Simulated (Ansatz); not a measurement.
Cost and result for the atomization energy of CH₆Cl₂InN, SMILES `[CH3][In-]([NH3+])([Cl])[Cl]` (11 atoms, 10 bonds).

```xyz
11

C    -1.215   -1.221   -1.032
In    0.552   -0.107   -0.591
N     0.384    1.063    1.411
Cl    2.523   -1.172    0.173
Cl    1.067    1.896   -1.742
H    -0.963   -2.276   -1.131
H    -1.942   -1.102   -0.229
H    -1.650   -0.859   -1.963
H     1.164    0.742    1.976
H     0.544    2.036    1.169
H    -0.465    0.999    1.960
```

Total charge 0; spin multiplicity 1. Correlated methods include outer-core shells of In, which these sets cover unevenly. In: def2 effective core potential. Geometry: relaxed with PBE0-D4/def2-TZVP. It is one conformer, not always the lowest. Program: Ansatz. All runs use 4 threads of an Arm Neoverse V2 on a shared host. Times are those of one run each, without the atoms' runs, and a repeat can differ threefold. Electronic energies, without spin–orbit coupling; frozen cores. CCSD(T)/CBS adds CCSD(T) − MP2 in def2-TZVPP to the MP2 limit, and its time is that of the two runs behind it. T1 = 0.011. With those shells the extrapolation isn't a true limit. B3LYP takes the VWN-RPA correlation (the form of Gaussian; ORCA's B3LYP/G).

CCSD(T)/CBS is a level of theory with its own doubt, some kJ/mol a heavy atom from the limit and from the frozen cores, so smaller differences don't rank the functionals.

| level | functions | wall time | atomization (kcal/mol) | difference from CCSD(T)/CBS | per bond |
| --- | --- | --- | --- | --- | --- |
| LDA (SPW92)/def2-TZVPP | 280 | 1.4 s | 958.5 | 106.3 | 10.6 |
| revPBE-D4/def2-TZVPP | 280 | 2.3 s | 832.2 | -20.0 | -2.0 |
| PBE-D4/def2-TZVPP (with forces) | 280 | 2.9 s | 854.2 | 2.0 | 0.2 |
| PBE0-D4/def2-TZVPP | 280 | 4 s | 844.5 | -7.7 | -0.8 |
| B3LYP-D4/def2-TZVPP (with forces) | 280 | 6 s | 840.7 | -11.5 | -1.2 |
| B2PLYP/def2-TZVPP | 280 | 6.5 s | 833.0 | -19.2 | -1.9 |
| PBE-QIDH/def2-TZVPP | 280 | 7 s | 841.1 | -11.1 | -1.1 |
| CCSD(T)/def2-SVP | 120 | 9 s | 795.1 | -57.1 | -5.7 |
| ωB97X-V/def2-TZVPP | 280 | 10 s | 851.1 | -1.1 | -0.1 |
| B97M-V/def2-TZVPP | 280 | 11 s | 850.7 | -1.5 | -0.2 |
| MP2/def2-QZVPP | 516 | 24 s | 850.5 | -1.7 | -0.2 |
| CCSD(T)/def2-TZVPP | 280 | 5.7 min | 826.9 | -25.3 | -2.5 |
| CCSD(T)/CBS(def2) | – | 6.1 min | 852.2 | 0.0 | 0.0 |

From r2SCAN to r2SCAN0 (25 % exact exchange), in def2-TZVPP and without D4, the atomization energy moves by −10.5 kcal/mol: exact exchange takes away binding that semilocal exchange gives to molecules. Leaving LDA and LC-ωPBE aside and taking each functional with its dispersion term where it has one, the values, not all of them listed here, spread over 30.6 kcal/mol, from BHLYP-D4 to PBE-D4. LDA lies +110.4 kcal/mol from PBE without D4, its usual overbinding. At CCSD(T), def2-SVP lies −57.1 kcal/mol from the extrapolated value and def2-TZVPP −25.3 kcal/mol: correlation converges slowly with the basis, and small sets miss more of it in the bonded molecule than in its fragments.

Spin–orbit coupling would lower the free In atoms strongly, and the atomization energy with them, by more than many differences here.
